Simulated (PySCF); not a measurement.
# Computed properties of GeH₄S, SMILES [SH][GeH3]

Ge(H)3(SH) (GeH4S), SMILES [SH][GeH3]. The structure is a stationary point at PBE0-D3(BJ)/def2-TZVP. The values are those of a single conformer. All values are computed for the isolated molecule unless a solvent is named; none is compared with measurement here.

**Structure.** The optimised structure has Cs symmetry. All 12 harmonic modes at PBE0-D3(BJ)/def2-TZVP (PySCF) are real, so it is a minimum.

**Vibrations.** The strongest infrared lines (harmonic, unscaled, degenerate partners summed) lie at 836 cm⁻¹ (186 km/mol, H 98 %), 2157 cm⁻¹ (119 km/mol, H 98 %), 2183 cm⁻¹ (88 km/mol, H 99 %). The softest mode is at 157 cm⁻¹ and the zero-point energy is 20.3 kcal/mol.

**Electronic structure.** PBE0/def2-TZVPD (PySCF) places the frontier levels at -7.35 and -0.32 eV, a gap of 7.03 eV, and gives a dipole moment of 1.29 D and a mean polarisability of 55.4 bohr³.

**Excitations.** TDA-ωB97X/def2-SVPD (PySCF) has S1 at 5.98 eV (207 nm, f = 0.011, weak); the most intense of the 10 singlets computed lies at 8.67 eV (f = 0.23). T1 (TDA) is at 5.57 eV, 0.41 eV under S1. No vertical singlet excitation falls in the visible range (under 3.1 eV).

**NMR.** GIAO shifts at HF/pcSseg-2 (PySCF) (non-relativistic, atoms alike by connectivity averaged): ¹H from 0.1 to 4.6 ppm against TMS.
